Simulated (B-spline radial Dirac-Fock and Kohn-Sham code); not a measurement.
**X-ray form factors of nitrogen in several charge states**

Calculated with a radial B-spline solver, using Dirac-Fock orbitals of the configuration average with a finite nucleus.

Configurations: N [He] 2s2 2p3; N⁺ [He] 2s2 2p2; N²⁺ [He] 2s2 2p1; N⁴⁺ [He] 2s1; N⁶⁺ 1s1. The first column is f₀ of N, the others are differences from it.

```
s (Å⁻¹)      N    Δ N⁺   Δ N²⁺   Δ N⁴⁺   Δ N⁶⁺
      0  7.000  -1.000  -2.000  -4.000  -6.000
   0.05  6.776  -0.918  -1.866  -3.802  -5.778
    0.1  6.181  -0.712  -1.524  -3.282  -5.185
   0.15  5.386  -0.473  -1.103  -2.602  -4.396
    0.2  4.564  -0.270  -0.717  -1.921  -3.582
   0.25  3.826  -0.131  -0.424  -1.338  -2.854
    0.3  3.219  -0.051  -0.230  -0.887  -2.258
   0.35  2.747  -0.012  -0.115  -0.561  -1.800
    0.4  2.393  +0.004  -0.053  -0.340  -1.461
   0.45  2.132  +0.008  -0.023  -0.195  -1.217
    0.5  1.941  +0.007  -0.010  -0.104  -1.045
    0.6  1.697  +0.002  -0.004  -0.016  -0.842
    0.7  1.551   0.000  -0.002  +0.012  -0.740
    0.8  1.445   0.000  +0.002  +0.018  -0.681
    0.9  1.353  +0.002  +0.006  +0.017  -0.638
      1  1.265  +0.003  +0.009  +0.014  -0.599
    1.1  1.177  +0.004  +0.012  +0.011  -0.559
    1.2  1.090  +0.005  +0.013  +0.009  -0.519
    1.4  0.921  +0.005  +0.014  +0.005  -0.440
    1.6  0.769  +0.005  +0.013  +0.003  -0.366
```
